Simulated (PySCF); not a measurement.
Computed Raman spectrum (relative Raman activity) of a molecule CHF2NOSi. Geometry optimised at B3LYP-D3(BJ)/def2-SVP. The values are those of a single conformer. Level of theory: B3LYP-D3(BJ)/def2-SVP run with PySCF. Frequencies are harmonic and unscaled.

Lines under 2 % of the strongest are left out, and lines within 2 cm⁻¹ are merged.

ν (cm⁻¹): 626 (w), 839 (w), 842 (w), 909 (vw), 1552 (m), 2361 (vs) (against the strongest line: vs over 80 %, s over 45 %, m over 15 %, w over 4 %, vw less)

Q: Which molecule gave these data?
(A) N#CO[SiH](F)F
(B) F[Si]1(F)N=CO1
(C) O=C=N[SiH](F)F

A: C, O=C=N[SiH](F)F
